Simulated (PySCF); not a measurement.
# Dipole response of Cl+ (chlorine, charge +1)

[Ne] 3s2 3p4, high-spin 3P determinant. All numbers are calculated (PySCF 2.14, the spin-free X2C one-electron Hamiltonian (Gaussian nucleus), in dyall-acv3z (19s12p6d4f, 113 functions)). Coupled (time-dependent) response in atomic units; α is the mean over directions.

```
method  mean α (bohr³)         α xx, yy, zz  C₆ (like pair)  S(−4)
PBEsol           8.832  8.643, 9.211, 8.643           41.98  19.06
```

S(−4) is the Cauchy moment in α(ω) = α(0) + S(−4) ω² + …

α(iu) at PBEsol:

```tsv
u (hartree)	α(iu) (bohr³)
0	8.832
0.0500	8.785
0.100	8.646
0.200	8.138
0.300	7.426
0.500	5.845
0.750	4.185
1.00	3.031
1.50	1.738
2.00	1.115
3.00	0.5774
5.00	0.2519
```

For an ion, C₆ is the dispersion term alone; charge-induced terms of lower order in 1/R come first.

The components differ because the open shell of this determinant is not spherical; for a pure term their mean is the scalar polarisability.
